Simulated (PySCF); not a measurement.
**How the method changes the constants of AuH**

State: ¹Σ⁺ (singlet), closed shell. Set-up: H def2-TZVPP, Au def2-TZVPP with ECP60; scalar-relativistic core potentials (PySCF 2.14). De refers to H + Au (5d10 6s1) in their ground configurations, without counterpoise correction. A positive dipole means H(−)Au(+).

```csv
Level,Re (Å),ωe (cm⁻¹),De (eV),μ (D),"CPU s a point (SCF and correlation, without the integrals)"
RHF,1.572,2081,n/a,2.64,0.25
RHF-MP2,1.492,2472,n/a,n/a,0.44
RHF-SCS-MP2,1.503,2408,n/a,n/a,n/a
RHF-CCSD,1.524,2283,3.05,n/a,n/a
RHF-CCSD(T),1.522,2289,3.16,n/a,14
PBE,1.537,2241,3.19,1.11,1.1
PBEsol,1.530,2288,3.43,1.03,0.72
TPSS,1.541,2251,3.25,1.27,1.8
r²SCAN,1.524,2322,3.26,1.25,1.7
PBE0,1.535,2254,2.98,1.45,2.4
BHandHLYP,1.543,2211,2.80,1.78,1.1
M06-2X,1.532,2239,2.75,1.67,2.1
LC-ωPBE,1.538,2276,2.87,1.93,1.6
```

Question: Which functional lies closest to RHF-CCSD(T) in De, which farthest, and by how much do they differ from it?

Answer: Closest is PBE (+1.5 pm in Re, -2.1 % in ωe, +0.03 eV in De against RHF-CCSD(T) in the same basis), farthest M06-2X (+1.0 pm in Re, -2.2 % in ωe, -0.41 eV in De). CCSD(T) converges more slowly with the basis than the functionals do and binds too weakly in this one, so the order can change at the basis-set limit.

Question: What does the step from GGA to meta-GGA do here, going from PBE to r²SCAN?

Answer: r²SCAN less PBE: -1.3 pm in Re, +3.6 % in ωe, +0.07 eV in De. 

Question: What does all correlation do here, going from RHF to RHF-CCSD(T)?

Answer: RHF-CCSD(T) less RHF: -5.0 pm in Re, +10.0 % in ωe. Correlation nearly always deepens the well. The bond shortens, as in weak, metallic or heavy-atom bonds, where dispersion and the correlation of outer-core electrons pull the atoms together.

Correlated steps freeze no core orbitals. Spin–orbit coupling is left out. Where the molecule has an RHF reference, its open-shell atoms are computed with UHF. The CCSD T1 diagnostic is raised, a sign that a single reference may not be enough here.

The whole job (state search and all levels along the bond) took about 5.4 min on 1 thread of Arm Neoverse N1 (shared host), peak memory 1.2 GiB.
